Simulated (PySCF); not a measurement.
Identify the compound

The spectra below were simulated for a compound C₅H₅F₃O₂.

¹H NMR (400 MHz, computed): δ 3.36 (dqd, J = 2.6, 1.8, 1.7 Hz, 1H), 2.10 (dt, J = 3.3, 1.4 Hz, 1H), 1.88 (d, J = 3.3 Hz, 1H), 1.77 (br s, 1H), 0.72 (dd, J = 2.6, 1.1 Hz, 1H).

¹³C{¹H} NMR (computed): δ 128.5 (C, q, J = 330.3 Hz), 68.7 (CH, q, J = 2.4 Hz), 57.7 (C), 19.6 (CH2), 10.8 (CH).

Theoretical values (PySCF): J: B3LYP/pcJ-1 (spin–dipole term only in couplings to heteroatoms), geometry from PBE0-D3(BJ)/def2-SVP, KT2/pcSseg-1 with gauge-including orbitals. One averaged value for each set of equivalent atoms, gas phase, no relativistic terms, single conformer.

Scale: ¹H and ¹³C vs TMS (reference shieldings calculated alike).

Propose a structure and justify it.

## Answers


1. Rings plus π bonds: 2 (2 rings in the answer).
2. 5 carbon signals for 5 carbons: no two carbons are equivalent.
3. Carbon types of the structure: 2 × C, 2 × CH, 1 × CH2, leaving 1 H on heteroatoms.
4. δC 128.5: CF3 carbon; 4 electronegative neighbours deshield it.
5. δC 68.7, 57.7, 19.6, 10.8: three-membered-ring carbon.
6. δH 3.36, 2.10, 1.88, 0.72: hydrogen on a three-membered-ring carbon.
7. δH 1.77: hydrogen on an alcohol oxygen; exchangeable; this is the value without hydrogen bonding to other molecules.
8. The protons at 1.88 and 2.10 share a coupling of 3.3 Hz (vicinal).

Structure: SMILES O[C@@]12C[C@@H]1[C@H]2OC(F)(F)F.

The shifts were computed for this structure.

Exchangeable OH/NH protons stand at their gas-phase positions; hydrogen bonding in a real sample shifts them, mostly to higher δ. C–F couplings over four or more bonds (about 3 Hz to the para carbon of a fluoroarene) are left out. Common functionals overestimate the size of one-bond C–F couplings by tens of Hz; these are unscaled. Splittings below 1 Hz are ignored in the labels, and close J values are merged. Unscaled 3J(H,H) at this level run about 10 % above measured values. Shifts are as computed. Against solution values, carbons near 30 ppm lie about +2 ppm off and those near 130 ppm about -5 ppm. Of 1211 compounds with measured shifts, 218 miss one by over three times the rms of a fit or turn the order of signals round; such compounds aren't used in these exercises.
